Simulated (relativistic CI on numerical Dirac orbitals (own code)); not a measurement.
# Crystal-field levels of Ru³⁺, 4d5

Calculated by Dirac-Coulomb-Breit CI, separate exchange-only KLI orbitals for each configuration, QED by a radiative potential, valence Slater integrals scaled by 0.7, one configuration in a parametric crystal field (own radial code).

Field parameters in Wybourne normalisation: Oh B⁴₀ = 21Dq, B⁴₄ = √(5/14) B⁴₀. The field is a parameter set, without covalency.

S is read from ⟨S²⟩ = S(S + 1).

Levels (cm⁻¹, degeneracy): 0 (2), 5 (4), 8210 (2), 9786 (4), 10415 (4), 10758 (2), 11923 (2), 12092 (4), 14382 (2), 14442 (2), 14505 (4), 14683 (4).

Task: Which field gives this pattern?
A. Oh, 10Dq = 29900 cm⁻¹
B. Oh, 10Dq = 39500 cm⁻¹
C. Oh, 10Dq = 44250 cm⁻¹
D. Oh, 10Dq = 10750 cm⁻¹

Result: D. Oh, 10Dq = 10750 cm⁻¹, ground level with S = 2.47.
